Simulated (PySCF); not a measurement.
A species of formula C6H14O has this rotational fingerprint, computed with PBE0/pcSseg-1 in PySCF (dipole) on a GFN2-xTB geometry, gas phase:

```
Rotational constants : A = 12784, B = 729.7, C = 709.6 MHz
Dipole components    : |μa| = 1.40 D, |μb| = 0.18 D, |μc| = 1.08 D
Inertial defect      : -19.90 u·Å²
κ                    : -1.00
```

Problem. Which candidate fits, each taken in the one conformer that was computed?
A. `[CH3:1][CH2:2][CH2:3][CH2:4][CH2:5][CH2:6][OH:7]` with C1–C2–C3–C4 180°, C2–C3–C4–C5 180°, C3–C4–C5–C6 180°, C4–C5–C6–O7 -179°, C5–C6–O7–H -56° (Me(CH2)5OH)
B. `[CH3:1][CH2:2][CH:3]([CH2:4][CH3:5])[O:6][CH3:7]` with C1–C2–C3–C4 -168°, C2–C3–C4–C5 -63°, C2–C3–O6–C7 -162° (3-methoxypentane)
C. `[CH3:1][CH2:2][O:3][C@H:4]([CH3:5])[CH2:6][CH3:7]` with C1–C2–O3–C4 -169°, C2–O3–C4–C5 -75°, O3–C4–C6–C7 -66° (s-BuOEt)
D. `[CH3:1][CH2:2][CH2:3][O:4][CH2:5][CH2:6][CH3:7]` with C1–C2–C3–O4 -179°, C2–C3–O4–C5 -164°, C3–O4–C5–C6 -70°, O4–C5–C6–C7 -172° (n-Pr2O)
E. `[CH3:1][CH:2]([CH3:3])[O:4][CH:5]([CH3:6])[CH3:7]` with C1–C2–O4–C5 -86°, C2–O4–C5–C6 153° (diisopropyl ether)
F. `[CH3:1][CH2:2][CH2:3][O:4][CH:5]([CH3:6])[CH3:7]` with C1–C2–C3–O4 -179°, C2–C3–O4–C5 168°, C3–O4–C5–C6 73°

Solution. A. It is CCCCCCO. The candidates at the same level (rigid rotor, commonest isotopes):

| SMILES | A (MHz) | B (MHz) | C (MHz) | μa (D) | μb (D) | μc (D) | Δ (u·Å²) | point group | rotor |
| --- | --- | --- | --- | --- | --- | --- | --- | --- | --- |
| CCCCCCO | 12784 | 729.7 | 709.6 | 1.40 | 0.18 | 1.08 | -19.90 | – | – |
| CCC(CC)OC | 2825 | 2114 | 1405 | 0.48 | 0.16 | 1.07 | -58.22 | C1 | asymmetric top |
| CC(C)OC(C)C | 4125 | 1543 | 1364 | 0.00 | 0.00 | 1.23 | -79.61 | C2 | asymmetric top |
| CCCOCCC | 8537 | 900.2 | 854.7 | 0.31 | 1.04 | 0.55 | -29.32 | C1 | near-prolate asymmetric top |
| CCCOC(C)C | 6345 | 1102 | 994.2 | 0.00 | 0.84 | 0.74 | -30.15 | C1 | near-prolate asymmetric top |
| CCO[C@H](C)CC | 3475 | 1637 | 1201 | 0.15 | 0.71 | 0.88 | -33.29 | C1 | asymmetric top |

`CC(C)OC(C)C` has B 111 % too high; `CCCOCCC` has A 33 % too low; `CCC(CC)OC` has B 190 % too high; `CCCOC(C)C` has B 51 % too high; `CCO[C@H](C)CC` has B 124 % too high. No structure here is proved a minimum.
